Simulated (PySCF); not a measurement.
# Correlation energy of Tb²⁺ (terbium, charge +2)

[Xe] 4f8 6p1, one real determinant (an excited configuration). Computed with PySCF 2.14 in x2c-TZVPPall, with the spin-free X2C one-electron Hamiltonian (Gaussian nucleus). Frozen: [Ar] 3d10; 35 electrons correlated.

MP2 pair energies summed by pair of shells (mhartree):

```csv
pair,energy,share (%)
4d-4f,-269.03,22.6
4f-4f,-173.04,14.5
4f-5p,-150.03,12.6
4d-4d,-143.61,12.1
5p-5p,-120.68,10.1
4d-5p,-80.61,6.8
4p-4d,-43.98,3.7
4f-5s,-32.33,2.7
5s-5p,-31.91,2.7
4p-4f,-29.01,2.4
4d-5s,-25.74,2.2
4s-4d,-16.84,1.4
5p-6p,-14.41,1.2
4s-4f,-12.15,1.0
4p-4p,-11.35,1.0
4p-5p,-9.58,0.8
5s-5s,-6.07,0.5
4p-5s,-5.04,0.4
4s-4p,-4.65,0.4
4f-6p,-4.37,0.4
4d-6p,-1.79,0.2
4s-4s,-1.43,0.1
4s-5p,-1.02,0.1
4s-5s,-0.87,0.1
5s-6p,-0.77,0.1
4p-6p,-0.18,0.0
4s-6p,-0.02,0.0
```

Total MP2 correlation energy: -1190.5 mhartree.

Same-spin part -478.68 and opposite-spin part -711.85 mhartree; SCS-MP2 scales them by 1/3 and 6/5 to -1013.8 mhartree.

The reference is one real determinant that mixes LS terms of this configuration.

This basis was not built for core-valence correlation, so the inner-shell part is incomplete.
